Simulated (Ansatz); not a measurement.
Program: Ansatz. Geometries: PBE0-D4/def2-TZVP. ΔE: electronic, gas phase. CCSD(T)/CBS adds triple-zeta CCSD(T) − MP2 to the extrapolated MP2 energy (def2 sets, frozen cores). This one scheme is used for every species. For Ge outer-core shells are correlated without core-valence functions, which leaves a few kJ/mol of doubt a bond. Scalar relativity is left out up to krypton. Each species was taken in one conformer, which may not be the lowest.

`C[NH][GeH2][F]` + H₂O → `C[NH][GeH2][OH]` + H–F  (formal hydrolysis of a Ge–F bond)

`C[NH][GeH2][F]`:

Z-matrix (Å, degrees):
```
C
N 1 1.450
H 1 1.097 2 113.8
H 1 1.094 2 110.4 3 122.0
H 1 1.093 2 109.6 3 -120.4
Ge 2 1.805 1 121.9 3 81.4
H 2 1.009 1 113.1 3 -63.2
F 6 1.754 2 111.6 1 -67.2
H 6 1.531 2 109.3 1 176.7
H 6 1.532 2 109.0 1 47.7
```

H₂O:

Cartesian coordinates in Å:
```
O -0.285 0.070 -0.256
H -0.257 -0.618 0.412
H 0.542 0.548 -0.156
```

`C[NH][GeH2][OH]`:

Cartesian coordinates in Å:
```
C -1.321 -0.359 -0.836
N -0.107 -0.858 -0.222
Ge 0.790 0.117 1.027
O 1.318 1.732 0.462
H -1.154 0.392 -1.618
H -1.897 -1.181 -1.271
H -1.952 0.104 -0.072
H 0.473 -1.381 -0.861
H 2.018 -0.718 1.431
H -0.177 0.465 2.161
H 2.009 1.687 -0.202
```

H–F:

Z-matrix (Å, degrees):
```
F
H 1 0.920
```

| species | CCSD/def2-TZVPP energy (Eh) |
| --- | --- |
| `C[NH][GeH2][F]` | -2271.66836 |
| H₂O | -76.32939 |
| `C[NH][GeH2][OH]` | -2247.64487 |
| H–F | -100.33828 |

(1) Work out ΔE.

Largest T1 diagnostic among the species: 0.011.

## Answers

(1) ΔE = (-2247.64487) + (-100.33828) − (-2271.66836) − (-76.32939) = 0.01460 Eh = +0.40 eV. CCSD(T)/CBS gives +0.39 eV.

The D4 term adds −0.03 eV with B3LYP and −0.02 eV with PBE0; it sums over pairs of atoms, weighted by their polarisabilities, and B3LYP, whose exchange is more repulsive, gets the larger term. In def2-TZVPP, CCSD(T) changes the Hartree–Fock value by −0.12 eV (the triples alone add −0.02 eV) and MP2 by −0.14 eV.

B3LYP here is the variant with VWN-RPA as its local correlation; programs differ in this.
